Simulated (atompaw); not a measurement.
# Reading a pseudo-wave (Zr)

Columns: radius, all-electron u(r) and pseudo u(r) of the 4d shell (level -3.61 eV) of zirconium in the configuration [Ar] 3d10 4s2 4p6 4d2 5s2 5p0; PBEsol, scalar-relativistic, PAW (atompaw) scheme, atompaw 4.2.0.5.

```tsv
r (bohr)	all-electron	pseudo
0.112	-0.1178	0.0004
0.223	-0.2772	0.0034
0.335	-0.2882	0.0112
0.446	-0.1858	0.0255
0.558	-0.0332	0.0480
0.669	0.1253	0.0789
0.781	0.2714	0.1185
0.892	0.3939	0.1652
1.004	0.4925	0.2183
1.115	0.5664	0.2749
1.227	0.6194	0.3334
1.338	0.6540	0.3902
1.450	0.6739	0.4438
1.562	0.6819	0.4913
1.673	0.6808	0.5305
1.785	0.6727	0.5608
1.896	0.6595	0.5810
2.008	0.6426	0.5915
2.119	0.6233	0.5929
2.231	0.6021	0.5862
2.342	0.5802	0.5732
2.454	0.5577	0.5554
2.565	0.5352	0.5349
2.677	0.5127	0.5129
2.788	0.4907	0.4908
2.900	0.4690	0.4690
```

(1) How many radial nodes do the two functions have?

(2) Where does each function peak?

(3) Is the pseudo-wave norm-conserving?

Results:

(1) The all-electron 4d function has n − l − 1 = 1; the pseudo-wave has 0, since the states of the same l below it are removed with the core.

(2) Outermost all-electron maximum near 1.56 bohr, pseudo maximum near 2.12 bohr (to the table’s step).

(3) No, it belongs to a PAW set: the norm inside the radius is not constrained, and the difference is carried by the augmentation charge.
